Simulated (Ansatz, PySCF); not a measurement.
Al(Me)(H) (CH₄Al), SMILES [CH3][AlH], multiplicity 2. Atoms are numbered in the order given.

```xyz
6

Al    -0.0318    -0.6834    -0.5145
C      0.5214     1.0547     0.2161
H      0.0611     1.1959     1.2013
H      0.1428     1.8556    -0.4302
H      1.6004     1.1797     0.3209
H     -1.6061    -0.9374    -0.6992
```
Charge 0, spin multiplicity 2.

Geometry optimised at ωB97X-D3(BJ)/def2-TZVP. The multiplicity is an assumed one; other spin states were not compared. The isomer is the one that the SMILES or the coordinates give; other isomers of the formula were not compared.

Two levels are set side by side: PBE-D3(BJ)/def2-TZVP (Ansatz, an electronic-structure program) and ωB97X-D3(BJ)/def2-TZVP (PySCF). Each level has its own optimised geometry; the coordinates shown are those of the second. Frequencies come from the Hessian of PySCF at each geometry. Differences are taken from unrounded values.

| quantity | ωB97X-D3(BJ) |
|---|---|
| mean bond length (Å) | 1.371 |
| bond Al1–C2 (Å) | 1.965 |
| bond Al1–H6 (Å) | 1.605 |
| bond C2–H3 (Å) | 1.097 |
| bond C2–H4 (Å) | 1.097 |
| bond C2–H5 (Å) | 1.091 |
| highest harmonic wavenumber (cm⁻¹) | 3150 |
| mean harmonic wavenumber (cm⁻¹) | 1480 |
| zero-point energy (kcal/mol) | 25.39 |

### Question
What does PBE-D3(BJ) give, and how far is it from ωB97X-D3(BJ)? (The exact figures need the calculation; the answer reports its results.)

### Answer

| quantity | PBE-D3(BJ) | PBE-D3(BJ) minus ωB97X-D3(BJ) |
|---|---|---|
| mean bond length (Å) | 1.381 | 0.010 |
| bond Al1–C2 (Å) | 1.978 | 0.013 |
| bond Al1–H6 (Å) | 1.622 | 0.017 |
| bond C2–H3 (Å) | 1.103 | 0.007 |
| bond C2–H4 (Å) | 1.103 | 0.007 |
| bond C2–H5 (Å) | 1.098 | 0.006 |
| highest harmonic wavenumber (cm⁻¹) | 3064 | -86 |
| mean harmonic wavenumber (cm⁻¹) | 1425 | -56 |
| zero-point energy (kcal/mol) | 24.44 | -0.96 |

Exact exchange shortens and stiffens bonds; PBE has none. Differences between two approximate levels are no errors against the true value.
